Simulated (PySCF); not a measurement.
HfF₂, SMILES [F][Hf][F] (connectivity only; charge and spin as stated), neutral, multiplicity 3. Atoms are numbered in the order given.

```xyz
3

Hf     0.0000     0.0000     0.1360
F      0.0000    -1.7888    -0.5438
F      0.0000     1.7888    -0.5438
```
Charge 0, spin multiplicity 3.

Geometry: PBE0-D3(BJ)/def2-TZVP. The multiplicity is an assumed one; other spin states were not compared. The def2 effective core potentials stand for the cores of Hf; spin–orbit coupling is left out.

Level of theory: M06-2X/def2-TZVPD in PySCF.

Mulliken values depend strongly on the basis, most of all with diffuse functions as here. ESP charges are fitted to the potential on shells at 1.4 to 2.0 van der Waals radii. Atomic charges (e):

| atom | ESP fit | Mulliken | Mulliken spin |
|---|---|---|---|
| Hf1 | … | 0.99 | 2.01 |
| F2 | … | -0.49 | 0.00 |
| F3 | … | -0.49 | 0.00 |

Q: Fill in the missing entries. (The exact figures need the calculation; the answer reports its results.)

A: 
- Hf1, ESP fit: 0.62
- F2, ESP fit: -0.31
- F3, ESP fit: -0.31
